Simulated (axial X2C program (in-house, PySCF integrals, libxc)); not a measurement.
# Density and ELF of SbCl

Calculated with an axial X2C code built on PySCF integrals. Spin-free means the one-electron spin-free X2C Hamiltonian. Basis: Sb dyall-cv3z [11s12p8d4f1g], Cl dyall-av3z [9s8p3d2f] (cores contracted in-house); Gaussian nuclei, density fitting, unrestricted open shells. Masses: Sb 120.904 u, Cl 34.969 u.

PBE0, without spin–orbit coupling, state M_S = 1, Λ = 0 (beyond evenly filled blocks: π+α, π-α); Sb at z = 0, Cl at z = 2.354 Å.

The maps cover the half plane through the axis: z from -2.4 to 4.2 Å along the bond, ρ from 0.15 to 2.25 Å away from it.

log10 of the density in e/bohr³:

```
 ρ\z  -2.4  -1.8  -1.2  -0.6   0.0   0.6   1.2   1.8   2.4   3.0   3.6   4.2
0.15  -3.3  -2.3  -1.4  -0.1   1.8  -0.1  -1.1  -0.6   1.2  -0.7  -1.6  -2.7
0.45  -3.3  -2.4  -1.5  -0.5   0.4  -0.6  -1.2  -0.7  -0.4  -0.8  -1.7  -2.8
0.75  -3.4  -2.5  -1.7  -1.0  -0.5  -1.1  -1.4  -1.0  -0.7  -1.1  -2.0  -3.0
1.05  -3.5  -2.7  -1.9  -1.4  -1.2  -1.4  -1.7  -1.4  -1.2  -1.5  -2.3  -3.2
1.35  -3.6  -2.8  -2.2  -1.7  -1.5  -1.8  -2.0  -1.8  -1.7  -2.0  -2.6  -3.4
1.65  -3.8  -3.1  -2.5  -2.0  -1.9  -2.1  -2.4  -2.3  -2.2  -2.4  -3.0  -3.7
1.95  -4.0  -3.3  -2.8  -2.4  -2.3  -2.5  -2.8  -2.8  -2.7  -2.9  -3.4  -4.0
2.25  -4.3  -3.6  -3.1  -2.8  -2.7  -2.9  -3.1  -3.2  -3.2  -3.4  -3.8  -4.3
```

Electron localisation function (collinear form, no current term, damped to 0 at low density):

```
 ρ\z  -2.4  -1.8  -1.2  -0.6   0.0   0.6   1.2   1.8   2.4   3.0   3.6   4.2
0.15  0.02  0.32  0.50  0.56  0.76  0.57  0.53  0.40  0.80  0.73  0.62  0.13
0.45  0.02  0.32  0.56  0.33  0.77  0.32  0.49  0.76  0.10  0.86  0.60  0.12
0.75  0.02  0.32  0.66  0.31  0.33  0.23  0.40  0.81  0.88  0.87  0.54  0.09
1.05  0.02  0.32  0.73  0.66  0.45  0.44  0.27  0.72  0.86  0.80  0.43  0.06
1.35  0.02  0.30  0.75  0.85  0.81  0.60  0.16  0.49  0.73  0.65  0.29  0.03
1.65  0.01  0.23  0.71  0.87  0.86  0.60  0.09  0.23  0.50  0.43  0.14  0.01
1.95  0.00  0.13  0.59  0.82  0.81  0.49  0.06  0.07  0.24  0.19  0.04  0.00
2.25  0.00  0.04  0.36  0.67  0.67  0.33  0.03  0.02  0.06  0.05  0.01  0.00
```

Axial spin density in 10⁻³ e/bohr³:

```
 ρ\z  -2.4  -1.8  -1.2  -0.6   0.0   0.6   1.2   1.8   2.4   3.0   3.6   4.2
0.15  -0.1  -0.5  -2.1  -0.8  68.5   0.1  -0.2  -3.8  24.0  -2.8  -0.6  -0.1
0.45   0.0  -0.1   0.5   4.0   7.4   5.5   0.9  -2.0   8.3   1.7  -0.2   0.0
0.75   0.0   0.3   3.1  14.7  15.8  14.3   1.9  -0.9   7.1   2.4   0.1   0.0
1.05   0.1   0.6   3.9  16.0  25.4  14.2   2.1  -0.5   2.3   1.3   0.1   0.0
1.35   0.1   0.6   3.1  10.8  16.5   9.2   1.6  -0.3   0.6   0.5   0.1   0.0
1.65   0.1   0.5   2.0   5.8   8.2   4.8   1.0  -0.1   0.1   0.2   0.1   0.0
1.95   0.1   0.3   1.1   2.8   3.7   2.3   0.6   0.0   0.0   0.0   0.0   0.0
2.25   0.0   0.2   0.6   1.2   1.6   1.0   0.3   0.0   0.0   0.0   0.0   0.0
```

One determinant describes the state; a PBE0 search over occupations chose it and may have missed a lower one. PBE0 can misorder states that lie within some tenths of an eV, so this need not be the ground state of the molecule. The nearest other spin-free determinant of the search, M_S = 0, Λ = 2, lies 0.81 eV up at the distance of the search.
